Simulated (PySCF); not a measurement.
C3H6BF, SMILES C=CCBF. Atoms are numbered in the order given.

```xyz
11

B     -0.3586     0.9001     0.9159
C      0.4474    -0.3230     0.3443
C     -0.3586    -1.2194    -0.5529
C     -0.0827    -1.4835    -1.8422
H      0.7383    -0.8861     1.2693
H      1.3968     0.0032    -0.1299
H     -1.2647    -1.6647    -0.1021
H      0.8059    -1.0607    -2.3405
H     -0.7343    -2.1339    -2.4459
F      0.2618     2.0611     1.1400
H     -1.5420     0.8478     1.2149
```

Coordinates come from a PBE-D3(BJ)/def2-SVP optimisation. This is a generated structure with no PubChem entry under its InChIKey; it may be hypothetical. One conformer was computed; it need not be the lowest.

Method: HF/pcSseg-1 (PySCF).

GIAO shieldings, no solvent; atoms listed in one row are averaged. δ = σ(ref) − σ: ¹¹B against BF3 (σ = 102.7 ppm); ¹³C against TMS (σ = 192.6 ppm); ¹H against TMS (σ = 31.99 ppm); ¹⁹F against CFCl3 (σ = 238.5 ppm), references at their B3LYP-D3(BJ)/def2-TZVP geometries, non-relativistic.

Computed chemical shifts:
```csv
nucleus,atoms,count,δ (ppm)
¹¹B,B1,1,40.2
¹³C,C3,1,145.8
¹³C,C4,1,127.3
¹³C,C2,1,31.4
¹H,H7,1,6.71
¹H,H8,1,5.87
¹H,H9,1,5.76
¹H,H11,1,5.42
¹H,H6,1,2.45
¹H,H5,1,1.91
¹⁹F,F10,1,-12.1
```
